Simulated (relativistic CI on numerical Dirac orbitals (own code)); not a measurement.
d1 to d9 in one octahedral field

Computed with a parametric ligand-field model without spin-orbit coupling, by exact diagonalisation: B = 880, C = 3470, 10Dq = 14500 cm⁻¹ (Oh; |10Dq|/B = 16.5) for every shell. Energies in cm⁻¹; the field energy is (0.6 n_e − 0.4 n_t2) × 10Dq of the ground term; g labels are left out.

```tsv
Shell	Ground term	Electrons in e	Field energy	First spin-allowed bands	Lowest term of other spin
d1	2T2	0.000	-5800	2E 14500	
d2	3T1	0.048	-10909	3T2 13041, 3T1 24782	1T2 12750
d3	4A2	0.000	-17400	4T2 14500, 4T1 22129	2E 16598
d4	5E	1.000	-8700	5T2 14500	3T1 6330
d5	6A1	2.000	0	none	4T1 14301
d6	5T2	2.000	-5800	5E 14500	1A1 580
d7	4T1	2.048	-10909	4T2 13041, 4T1 24782	2E 2376
d8	3A2	2.000	-17400	3T2 14500, 3T1 22129	1E 13672
d9	2E	3.000	-8700	2T2 14500
```

Every shell keeps the spin of the free ion. Only d4 to d7 can choose; the field needed to pair spins is smallest for d6 and largest for d5, which loses most exchange energy. In the strong-field picture 10Dq must exceed about 6B + 5C = 22630 (d4), 7.5B + 5C = 23950 (d5), 2.5B + 4C = 16080 (d6) and 4B + 4C = 17400 (d7); mixing of terms shifts these bounds somewhat. High-spin d^(n+5) repeats the spin-allowed bands of d^n, since the half-filled shell is spherical.
